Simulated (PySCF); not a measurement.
What an electron can do to SbH

PBE0 in PySCF with def2-TZVPPD on every atom (core potentials on Sb), for the lowest determinant that a PBE0 search found; no spin–orbit coupling.

```json
{"species": "SbH", "state (unpaired electrons)": "triplet (π ↑↑)", "Re (Å)": "1.716", "ωe (cm⁻¹)": "1936", "energy of the minimum from the neutral (eV)": "0.00", "De (eV)": "2.58", "dissociates to": "Sb + H"}
{"species": "SbH⁺", "state (unpaired electrons)": "doublet (π ↑)", "Re (Å)": "1.713", "ωe (cm⁻¹)": "1992", "energy of the minimum from the neutral (eV)": "8.90", "De (eV)": "2.72", "dissociates to": "Sb⁺ + H"}
```

Task: Work out the lowest energy to break SbH into atoms, from its vibrational ground state.

Result: D0 = De − ωe/2 = 2.58 − 0.12 = 2.46 eV (PBE0/def2-TZVPPD).

Task: Work out the ionisation energy of the Sb atom at this level and the threshold of dissociative ionisation.

Result: IE(Sb) = 8.90 + 2.72 − 2.58 = 9.04 eV, so Sb⁺ + H + e⁻ appears at D0 + IE(Sb) = 11.50 eV (PBE0/def2-TZVPPD). The measured IE(Sb) is 8.608 eV (NIST ASD).

These are thermodynamic thresholds; the onsets seen under electron impact lie higher where the geometry changes, and cross-sections peak well above them.

Spin–orbit coupling is left out, which matters for elements this heavy, above all for dissociation energies. For an ion De counts to the pair picked by the measured ionisation energies or electron affinities, which need not be the lowest pair at this level. States were picked by a PBE0 search and need not be the measured ground states.
